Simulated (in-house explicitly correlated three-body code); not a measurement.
Computed with an exponentially correlated three-body code. Model: two electrons around a point charge, non-relativistic, variational in 260 exponentially correlated functions (energies converged to about 1e-7 hartree, or 1e-8 relative for large Z), ground state as one setting changes.

Given: nuclear charge 2.5.

```json
{"Yukawa screening of all interactions (1/bohr)": "0.005", "ground energy (hartree)": "-4.82194703", "binding of second electron (eV)": "46.516", "mean radius (bohr)": "0.70853", "mean distance of electrons (bohr)": "1.0736", "mean cosine of angle": "-0.052014"}
{"Yukawa screening of all interactions (1/bohr)": "0.0125", "ground energy (hartree)": "-4.79210846", "binding of second electron (eV)": "46.212", "mean radius (bohr)": "0.70855", "mean distance of electrons (bohr)": "1.0736", "mean cosine of angle": "-0.052012"}
{"Yukawa screening of all interactions (1/bohr)": "0.025", "ground energy (hartree)": "-4.74268267", "binding of second electron (eV)": "45.707", "mean radius (bohr)": "0.70861", "mean distance of electrons (bohr)": "1.0737", "mean cosine of angle": "-0.052003"}
{"Yukawa screening of all interactions (1/bohr)": "0.05", "ground energy (hartree)": "-4.64496214", "binding of second electron (eV)": "44.711", "mean radius (bohr)": "0.70886", "mean distance of electrons (bohr)": "1.0741", "mean cosine of angle": "-0.051971"}
{"Yukawa screening of all interactions (1/bohr)": "0.0875", "ground energy (hartree)": "-4.50115596", "binding of second electron (eV)": "43.247", "mean radius (bohr)": "0.70952", "mean distance of electrons (bohr)": "1.0751", "mean cosine of angle": "-0.051887"}
{"Yukawa screening of all interactions (1/bohr)": "0.125", "ground energy (hartree)": "-4.36059951", "binding of second electron (eV)": "41.817", "mean radius (bohr)": "0.71051", "mean distance of electrons (bohr)": "1.0766", "mean cosine of angle": "-0.051762"}
{"Yukawa screening of all interactions (1/bohr)": "0.1875", "ground energy (hartree)": "-4.13333562", "binding of second electron (eV)": "39.509", "mean radius (bohr)": "0.71285", "mean distance of electrons (bohr)": "1.0802", "mean cosine of angle": "-0.051477"}
{"Yukawa screening of all interactions (1/bohr)": "0.25", "ground energy (hartree)": "-3.91451554", "binding of second electron (eV)": "37.291", "mean radius (bohr)": "0.71603", "mean distance of electrons (bohr)": "1.0851", "mean cosine of angle": "-0.051106"}
{"Yukawa screening of all interactions (1/bohr)": "0.375", "ground energy (hartree)": "-3.5009726", "binding of second electron (eV)": "33.112", "mean radius (bohr)": "0.72474", "mean distance of electrons (bohr)": "1.0986", "mean cosine of angle": "-0.050149"}
{"Yukawa screening of all interactions (1/bohr)": "0.5", "ground energy (hartree)": "-3.11777813", "binding of second electron (eV)": "29.258", "mean radius (bohr)": "0.73655", "mean distance of electrons (bohr)": "1.1169", "mean cosine of angle": "-0.048957"}
{"Yukawa screening of all interactions (1/bohr)": "0.625", "ground energy (hartree)": "-2.76309231", "binding of second electron (eV)": "25.711", "mean radius (bohr)": "0.7515", "mean distance of electrons (bohr)": "1.1401", "mean cosine of angle": "-0.047572"}
{"Yukawa screening of all interactions (1/bohr)": "0.75", "ground energy (hartree)": "-2.43533602", "binding of second electron (eV)": "22.452", "mean radius (bohr)": "0.76983", "mean distance of electrons (bohr)": "1.1686", "mean cosine of angle": "-0.046021"}
{"Yukawa screening of all interactions (1/bohr)": "1", "ground energy (hartree)": "-1.85524728", "binding of second electron (eV)": "16.746", "mean radius (bohr)": "0.81817", "mean distance of electrons (bohr)": "1.2441", "mean cosine of angle": "-0.042493"}
{"Yukawa screening of all interactions (1/bohr)": "1.25", "ground energy (hartree)": "-1.36815439", "binding of second electron (eV)": "12.039", "mean radius (bohr)": "0.8866", "mean distance of electrons (bohr)": "1.3517", "mean cosine of angle": "-0.038452"}
{"Yukawa screening of all interactions (1/bohr)": "1.5", "ground energy (hartree)": "-0.966331945", "binding of second electron (eV)": "8.2446", "mean radius (bohr)": "0.98456", "mean distance of electrons (bohr)": "1.5068", "mean cosine of angle": "-0.033923"}
{"Yukawa screening of all interactions (1/bohr)": "1.75", "ground energy (hartree)": "?", "binding of second electron (eV)": "?", "mean radius (bohr)": "?", "mean distance of electrons (bohr)": "?", "mean cosine of angle": "?"}
{"Yukawa screening of all interactions (1/bohr)": "2", "ground energy (hartree)": "?", "binding of second electron (eV)": "?", "mean radius (bohr)": "?", "mean distance of electrons (bohr)": "?", "mean cosine of angle": "?"}
{"Yukawa screening of all interactions (1/bohr)": "2.25", "ground energy (hartree)": "-0.208686313", "binding of second electron (eV)": "1.5435", "mean radius (bohr)": "1.7637", "mean distance of electrons (bohr)": "2.7639", "mean cosine of angle": "-0.017459"}
```

Question: What follows for Yukawa screening of all interactions = 1.75?

Answer: ground energy -0.643108554 hartree; binding of second electron 5.2831 eV; mean radius 1.13 bohr; mean distance of electrons 1.7388 bohr; mean cosine of angle -0.028905.

Question: What follows for Yukawa screening of all interactions = 2?

Answer: ground energy -0.392461342 hartree; binding of second electron 3.0765 eV; mean radius 1.36 bohr; mean distance of electrons 2.1088 bohr; mean cosine of angle -0.023402.
